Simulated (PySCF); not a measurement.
# [HfF3(NH3)]+ at several levels of theory

Computed with PySCF 2.14.0 (density fitting, no spin-orbit coupling) at the geometry relaxed with PBE0:

```xyz
8
[HfF3(NH3)]+ (singlet)
Hf    0.0694   -0.0694    0.0694
F     1.0473    1.2011    1.0473
F    -1.2011   -1.0473    1.0473
F     1.0473   -1.0473   -1.2011
N    -1.2423    1.2423   -1.2423
H    -1.8645    1.8645   -0.7078
H    -0.7078    1.8645   -1.8645
H    -1.8645    0.7078   -1.8645
```

| level | basis | state | HOMO (eV) | gap (eV) | charge on Hf1 (e) | dipole about the centre of mass (D) | largest force component (eV/Å) |
| --- | --- | --- | --- | --- | --- | --- | --- |
| PBE0 | Hf def2-SVP with ECP60, F def2-SVP, N def2-SVP, H def2-SVP | singlet | -16.80 | 10.24 | 1.54 | 7.57 | 0.02 |
| BLYP | the same | singlet | -14.63 | 7.34 | 1.31 | 7.40 | 0.45 |
| HF | the same | singlet | -22.16 | 18.72 | 2.08 | 7.86 | 0.52 |

Charges are Mulliken's, which hang on the basis. The relaxation used the grid (50, 194), these runs (75, 302) or, all-electron (x2c bases, spin-free X2C Hamiltonian), (99, 590).

Problem. What does PBE0 with Hf def2-TZVP with ECP60, F def2-TZVP, N def2-TZVP, H def2-TZVP give here?

Solution. state singlet, HOMO (eV) -16.86, gap (eV) 10.34, charge on Hf1 (e) 1.72, dipole about the centre of mass (D) 7.50, largest force component (eV/Å) 0.22. Time: 13 s on 2 threads of Arm Neoverse V2 (shared host), from free ions and atoms.

In the first row's basis the gap widens with exact exchange: 7.3 eV for BLYP (none); 10.2 eV for PBE0 (a fixed share); 18.7 eV for Hartree–Fock (rising or full at long range).
